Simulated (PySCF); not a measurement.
Run record for `COCc1ncsn1`: revPBE/6-31G*, grid level 1, fitting basis def2-universal-jkfit, full TDDFT, 3 singlets.

Method: TDDFT revPBE/6-31G*, vertical, gas phase, core orbitals frozen in the response (PySCF 2.14.0, density-fitted response routines). Geometry: GFN2-xTB. The command runs a driver script over a list of jobs; the input below is this job's line of settings and its coordinates in Å.

Command:
```bash
OMP_NUM_THREADS=1 python probes_run.py task.json out
```

Input:
```
{"job": {"kind": "uv", "xc": "revPBE", "basis": "6-31G*", "nstates": 3, "ntriplets": 0, "tda": false, "scf": {"aux": "def2-universal-jkfit"}, "grid": 1}, "charge": 0, "multiplicity": 1}
C     -2.185994     0.209692     0.395090
O     -1.487972    -0.904553    -0.109879
C     -0.431403    -0.574889    -0.976876
C      0.764869    -0.033324    -0.251247
N      1.903106    -0.759771    -0.169037
C      2.778132    -0.118325     0.524912
S      2.178615     1.405624     1.082012
N      0.749550     1.129675     0.348215
H     -1.521525     0.886214     0.941522
H     -2.667968     0.767712    -0.416760
H     -2.943886    -0.187263     1.066836
H     -0.137810    -1.504936    -1.467393
H     -0.763155     0.157272    -1.728888
H      3.764763    -0.473601     0.739330
```

Output:
```
final grid: 57288 points
cycle   1  E = -738.6207310824  dE =  1.296e+00  |g| = 6.853e-01  |ddm| = 4.078e+00
cycle   2  E = -737.5926475528  dE =  1.028e+00  |g| = 2.096e+00  |ddm| = 3.116e+00
cycle   3  E = -738.6921746420  dE = -1.100e+00  |g| = 3.633e-01  |ddm| = 2.744e+00
cycle   4  E = -738.7146391190  dE = -2.246e-02  |g| = 2.233e-01  |ddm| = 5.489e-01
cycle   5  E = -738.7218522268  dE = -7.213e-03  |g| = 1.239e-01  |ddm| = 2.821e-01
cycle   6  E = -738.7252917554  dE = -3.440e-03  |g| = 4.308e-02  |ddm| = 1.645e-01
cycle   7  E = -738.7258426179  dE = -5.509e-04  |g| = 7.746e-03  |ddm| = 6.299e-02
cycle   8  E = -738.7258547668  dE = -1.215e-05  |g| = 4.303e-03  |ddm| = 1.301e-02
cycle   9  E = -738.7258592540  dE = -4.487e-06  |g| = 1.387e-03  |ddm| = 5.571e-03
cycle  10  E = -738.7258597036  dE = -4.496e-07  |g| = 3.409e-04  |ddm| = 1.513e-03
cycle  11  E = -738.7258597214  dE = -1.778e-08  |g| = 1.963e-04  |ddm| = 4.339e-04
cycle  12  E = -738.7258597302  dE = -8.885e-09  |g| = 4.334e-05  |ddm| = 2.163e-04
cycle  13  E = -738.7258597307  dE = -4.275e-10  |g| = 1.631e-05  |ddm| = 6.291e-05
converged SCF energy = -738.7258597307

Static polarisability (au): isotropic 70.347, principal 45.942 72.078 93.020

Singlet excitations
state   eV       nm        f      main configurations
  1   3.6012    344.3   0.00664   H->L 0.99
  2   4.5901    270.1   0.00114   H-1->L 0.96
  3   4.8185    257.3   0.01054   H->L+1 0.96
```

H and L stand for HOMO and LUMO; the number after each pair is its weight.

Task: How does the lowest singlet excitation compare with the HOMO–LUMO gap?

Result: HOMO -5.53 eV and LUMO -2.00 eV give a gap of 3.53 eV; S1 at 3.60 eV lies 0.07 eV above it.

Task: Give the mean polarisability as a volume in Å³, and the ratio of the largest to the smallest principal value.

Result: 70.347 au × 0.148185 = 10.42 Å³; 93.020/45.942 = 2.02.

In short: SCF converged in 13 cycles with 128 basis and 767 fitting functions; HOMO -5.53 eV, LUMO -2.00 eV; lowest singlet 3.60 eV; mean polarisability 70.3 au.

All basis functions are spherical, in the Pople sets too.

Task: Estimate the wall time. Hardware: one thread of an Arm Neoverse V2, shared host with 96 logical CPUs at a one-minute load of 14. And the peak memory of the process?

Result: About 13 s, with 0.38 GiB resident at the peak, the Python interpreter and its libraries included.

Shape of the structure used: `[CH3:1][O:2][CH2:3][c:4]1[n:5][cH:6][s:7][n:8]1`: C1–O2–C3–C4 75°, O2–C3–C4–N5 110°.

One conformer stands for the species.
